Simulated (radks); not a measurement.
The numbers below are computed, except where a source is named.
Q: Species: neutral tin. Configuration: [Kr] 4d10 5s2 5p2. Code: a radial shooting solver on a logarithmic mesh with Libxc functionals. Model: Dirac Kohn-Sham, LDA (Slater exchange, Perdew-Wang correlation), spin-unpolarised, spherical densities, point nucleus; open shells are shared between the two j in proportion to 2j + 1; speed of light set to 13703.6 atomic units (100 times the physical value, a model run).

Spin-orbit splittings of the eigenvalues, e(l+1/2) - e(l-1/2), with zeta = 2 splitting/(2l+1) and mean radii in bohr:

shell  occ.  splitting (eV)   zeta (eV)  <r> j=l-1/2  <r> j=l+1/2
2p        6         0.02121     0.01414       0.1121       0.1121
3p        6        0.003842    0.002562       0.3440       0.3440
3d       10               ?           ?       0.3149       0.3149
4p        6       0.0006961   0.0004641       0.8990       0.8990
4d       10       0.0001064  0.00004255        1.090        1.090
5p        2      0.00004265  0.00002843        3.235        3.236

Estimate the 3d splitting.

A: 0.0008705 eV (zeta = 0.0003482 eV).
